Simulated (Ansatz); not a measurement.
The same path of BrCl$_{2}$HZn (5 atoms, charge 0, multiplicity 1) was run 3 times with different band settings. Lost on the way: Zn1–Cl2, Br4–H5. Made: Zn1–Br4, Cl2–H5.

The calculation used RKS PBE0-D4/def2-SVP (Ansatz 0.2.0).

Relaxed end points:

```xyz
5
Properties=species:S:1:pos:R:3
Zn -0.030 0.000 0.132
Cl 0.522 0.000 2.205
Cl 0.140 0.000 -1.972
Br -2.723 0.000 0.887
H -1.955 0.000 2.105
```

```xyz
5
Properties=species:S:1:pos:R:3
Zn -0.889 0.000 -0.245
Cl 0.219 0.000 2.163
Cl 0.645 0.000 -1.700
Br -2.980 0.000 0.650
H -1.041 0.000 2.489
```

Common settings: movable images 7; start path through a guess of the saddle point; force threshold 0.05 eV/Å; iteration limit 60; end points relaxed.

| run | climbing image | spring | optimiser |
| --- | --- | --- | --- |
| 1 | yes | 5.0 eV/Å² | quadratic models (default) |
| 2 | from the first iteration | 5.0 eV/Å² | fire |
| 3 | yes | 2.0 to 10.0 eV/Å², energy-weighted | quadratic models (default) |

What does each run give, and how far can it be trusted?

Run 1: converged after 7 iterations, highest image 0.114 eV above the first end. A vibrational analysis at the climbing image gives one clearly imaginary mode, 301i cm⁻¹: a first-order saddle point.
Run 2: converged after 31 iterations, highest image 0.114 eV above the first end. Another band between the same ends (7 images) ends at a top of the same energy, where a vibrational analysis finds 1 clearly imaginary mode.
Run 3: converged after 7 iterations, highest image 0.114 eV above the first end. Another band between the same ends (7 images) ends at a top of the same energy, where a vibrational analysis finds 1 clearly imaginary mode.
The orbitals stay closed-shell, which can raise the energy where a bond breaks towards radicals; this wasn't checked here.
